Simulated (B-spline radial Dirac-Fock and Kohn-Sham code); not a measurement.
# Binding energies of Cl in different valence configurations

Level of theory: multi-electron Dirac-Fock with separately optimised hole states, Breit and Lamb-shift corrections added in first order; a radial atomic solver. Correlation energy is missing from these numbers.

Reference: the tabulated ground configuration [Ne] 3s2 3p5, with 2p1/2 210.1 eV, 3s 27.96 eV.

Shifts from the reference in eV.

```
configuration  average energy  2p1/2     3s
 [Ne] 3s1 3p6          +15.55  +1.81  +2.75
```

Values without a named source are computed, but for edge energies of neutral atoms, which are taken from tables.
